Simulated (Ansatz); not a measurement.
A structure relaxed at B3LYP-D4/def2-SVP in Ansatz, charge 1, singlet:

Cartesian coordinates in Å:
```
La 2.022 0.258 0.450
B 0.176 -1.199 1.320
B -0.670 0.853 -0.097
B 0.404 1.100 -1.346
B -0.501 -0.188 -1.508
B -0.757 0.093 1.285
B -0.674 -0.918 -0.103
```

(1) Give its formula.

(2) Summarise the bond lengths by kind (pairs closer than 1.2 times the sum of covalent radii, bridged metal pairs left out).

Answers

(1) LaB6⁺.

(2) 9 × B–B 1.58 to 1.77 Å; 6 × B–La 2.51 to 3.22 Å. The metal has 6 neighbours: B 2.51 Å, B 2.81 Å, B 2.56 Å, B 3.22 Å, B 2.91 Å, B 2.99 Å.

In the def2 sets La takes a core potential; there is no spin–orbit coupling. The restricted singlet is unstable towards broken spin symmetry in Hartree–Fock (as tested in another run); at B3LYP-D4/def2-SVP this wasn't settled. The structure comes from a short search, and lower isomers may exist.
